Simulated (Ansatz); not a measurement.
Two members of one family (Oligo(p-phenylene), CF3 ends), computed with Ansatz in the gas phase. The two geometries come from different levels. Binding counts from free atoms in the multiplicity of their measured ground term, without zero-point energy. Sets without diffuse functions give affinities that are too small. A dash marks a value that wasn't run or was left out as unsound. The structures are stationary points that may keep the symmetry of their start. Remarks come from the PBE and PBE0 runs and from stability tests at other levels; not every state was tested. A HOMO above zero means that the electron is unbound at that level and held by the basis, or that self-interaction error raises the level; the energy of removing that electron tells which.

First: FC(F)(F)c1ccc(-c2ccc(-c3ccc(-c4ccc(C(F)(F)F)cc4)cc3)cc2)cc1 (singlet, charge 0, r2SCAN-D4/def2-SVP geometry).

Cartesian coordinates in Å:
```
F -6.0691 -6.7002 -4.2662
C -6.2960 -6.2739 -3.0129
F -6.3258 -7.3594 -2.2156
F -7.5360 -5.7470 -2.9881
C -5.2674 -5.2819 -2.5527
C -4.2966 -4.7834 -3.4260
C -3.3650 -3.8504 -2.9710
C -3.3845 -3.3952 -1.6399
C -2.3966 -2.4047 -1.1607
C -2.7501 -1.4209 -0.2176
C -1.8215 -0.4858 0.2298
C -0.4937 -0.4957 -0.2395
C 0.4938 0.4965 0.2375
C 1.8485 0.1516 0.4087
C 2.7771 1.0842 0.8614
C 2.3962 2.4072 1.1564
C 3.3833 3.3987 1.6321
C 4.4441 3.0159 2.4794
C 5.3745 3.9479 2.9295
C 5.2671 5.2894 2.5379
C 6.2962 6.2693 3.0247
F 6.0075 7.5317 2.6690
F 7.5182 5.9840 2.5350
F 6.4057 6.2414 4.3672
C 4.2239 5.6885 1.6976
C 3.2926 4.7505 1.2522
C 1.0429 2.7528 0.9836
C 0.1122 1.8177 0.5375
C -0.1390 -1.4819 -1.1801
C -1.0693 -2.4130 -1.6323
C -4.3719 -3.9093 -0.7743
C -5.3021 -4.8421 -1.2233
H -4.2768 -5.1207 -4.4655
H -2.6269 -3.4466 -3.6691
H -3.7768 -1.3783 0.1571
H -2.1246 0.2556 0.9737
H 2.1744 -0.8722 0.2018
H 3.8245 0.7878 0.9704
H 4.5188 1.9769 2.8138
H 6.1827 3.6392 3.5979
H 4.1468 6.7329 1.3854
H 2.4964 5.0673 0.5730
H 0.7104 3.7675 1.2198
H -0.9284 2.1233 0.3983
H 0.8791 -1.5050 -1.5788
H -0.7585 -3.1736 -2.3536
H -4.3878 -3.5934 0.2720
H -6.0526 -5.2430 -0.5355
```

```csv
level,HOMO (eV),LUMO (eV),gap (eV),vertical IE (eV),vertical EA (eV),vertical triplet (eV),binding per atom (eV)
PBE-D4/def2-SVP,-5.62,-2.61,3.01,–,–,–,5.59
PBE-D4/def2-TZVP,-5.69,-2.73,2.96,7.36,1.25,2.79,5.48
r2SCAN-D4/def2-TZVP,-5.83,-2.64,3.19,–,–,–,5.29
PBE0-D4/def2-SVP,-6.51,-1.95,4.56,–,–,–,5.45
PBE0-D4/def2-TZVP,-6.52,-2.01,4.50,7.66,1.00,3.16,5.34
```

Remarks: HOMO above zero (-1 doublet).

Second: FC(F)(F)c1ccc(-c2ccc(-c3ccc(-c4ccc(-c5ccc(-c6ccc(C(F)(F)F)cc6)cc5)cc4)cc3)cc2)cc1 (singlet, charge 0, PBE-D4/def2-SVP geometry).

```xyz
68

F     1.747   -6.369   12.753
C     1.013   -5.231   12.700
F    -0.203   -5.503   13.237
F     1.611   -4.330   13.523
C     0.890   -4.698   11.295
C     1.754   -5.137   10.278
C     1.651   -4.600    8.990
C     0.685   -3.614    8.685
C     0.578   -3.046    7.320
C     0.232   -1.691    7.116
C     0.135   -1.155    5.830
C     0.372   -1.949    4.684
C     0.264   -1.381    3.320
C    -0.211   -2.157    2.239
C    -0.316   -1.621    0.953
C     0.055   -0.284    0.683
C    -0.053    0.283   -0.680
C     0.878    1.235   -1.156
C     0.776    1.770   -2.443
C    -0.263    1.381   -3.320
C    -0.372    1.949   -4.683
C    -0.909    1.195   -5.752
C    -1.013    1.731   -7.039
C    -0.581    3.047   -7.320
C    -0.690    3.615   -8.685
C     0.283    4.512   -9.181
C     0.183    5.049  -10.469
C    -0.898    4.699  -11.295
C    -0.990    5.227  -12.705
F    -0.521    4.324  -13.605
F    -2.271    5.499  -13.054
F    -0.270    6.363  -12.870
C    -1.879    3.810  -10.818
C    -1.773    3.277   -9.531
C    -0.042    3.802   -6.254
C     0.058    3.266   -4.967
C    -1.194    0.430   -2.844
C    -1.092   -0.106   -1.558
C     0.534    0.491    1.764
C     0.632   -0.044    3.051
C     0.714   -3.305    4.889
C     0.818   -3.840    6.176
C    -0.177   -3.186    9.722
C    -0.080   -3.720   11.009
H     2.513   -5.900   10.501
H     2.350   -4.935    8.210
H     0.055   -1.039    7.986
H    -0.151   -0.099    5.707
H    -0.524   -3.198    2.415
H    -0.676   -2.259    0.132
H     1.722    1.534   -0.516
H     1.543    2.478   -2.790
H    -1.217    0.153   -5.580
H    -1.404    1.102   -7.853
H     1.148    4.775   -8.553
H     0.951    5.742  -10.841
H    -2.737    3.552  -11.455
H    -2.562    2.607   -9.158
H     0.268    4.843   -6.429
H     0.444    3.898   -4.153
H    -2.040    0.132   -3.482
H    -1.856   -0.816   -1.209
H     0.815    1.541    1.595
H     1.024    0.585    3.866
H     0.923   -3.949    4.021
H     1.073   -4.904    6.297
H    -0.959   -2.443    9.504
H    -0.771   -3.388   11.798
```

Task: Estimate how these quantities change from the first to the second (second minus first).

Result: 
```json
{"level": "PBE-D4/def2-SVP", "Δ HOMO (eV)": "0.25", "Δ LUMO (eV)": "-0.06", "Δ gap (eV)": "-0.31", "Δ vertical IE (eV)": "–", "Δ vertical EA (eV)": "–", "Δ vertical triplet (eV)": "–", "Δ binding per atom (eV)": "0.05"}
{"level": "PBE-D4/def2-TZVP", "Δ HOMO (eV)": "0.26", "Δ LUMO (eV)": "-0.05", "Δ gap (eV)": "-0.31", "Δ vertical IE (eV)": "-0.54", "Δ vertical EA (eV)": "0.35", "Δ vertical triplet (eV)": "-0.25", "Δ binding per atom (eV)": "0.05"}
{"level": "r2SCAN-D4/def2-TZVP", "Δ HOMO (eV)": "0.28", "Δ LUMO (eV)": "-0.05", "Δ gap (eV)": "-0.33", "Δ vertical IE (eV)": "–", "Δ vertical EA (eV)": "–", "Δ vertical triplet (eV)": "–", "Δ binding per atom (eV)": "0.05"}
{"level": "PBE0-D4/def2-SVP", "Δ HOMO (eV)": "0.31", "Δ LUMO (eV)": "-0.07", "Δ gap (eV)": "-0.38", "Δ vertical IE (eV)": "–", "Δ vertical EA (eV)": "–", "Δ vertical triplet (eV)": "–", "Δ binding per atom (eV)": "0.05"}
{"level": "PBE0-D4/def2-TZVP", "Δ HOMO (eV)": "0.31", "Δ LUMO (eV)": "-0.07", "Δ gap (eV)": "-0.38", "Δ vertical IE (eV)": "-0.48", "Δ vertical EA (eV)": "0.26", "Δ vertical triplet (eV)": "-0.17", "Δ binding per atom (eV)": "0.05"}
```
